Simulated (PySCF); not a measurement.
# Excitation energy of Tc by level of theory

Tc [Kr] 4d5 5s2 (6S) → Tc [Kr] 4d5 5s1 5p1 (8P), as a difference of total energies. Computed with PySCF 2.14 in x2c-TZVPPall (8s6p6d2f1g, 79 functions), with the spin-free X2C one-electron Hamiltonian (Gaussian nucleus). Correlated levels: valence: [Kr] frozen. The calculations carry no spin-orbit coupling.

```tsv
method	excitation energy (eV)
UHF	0.808
MP2 (valence)	1.758
SCS-MP2 (valence)	2.116
CCSD (valence)	1.859
CCSD(T) (valence)	1.947
```

Problem. How much does correlation contribute at CCSD(T) (valence)?

Solution. 1.947 − (0.808) = 1.139 eV, measured against UHF.

Errors of the correlated levels include the incompleteness of this basis and the frozen core.

The basis was made for the ground configuration and has no added diffuse functions, so the excitation energy can come out too high.

For comparison: 2.112 eV (measured; NIST levels, between the centres of gravity of the two terms).
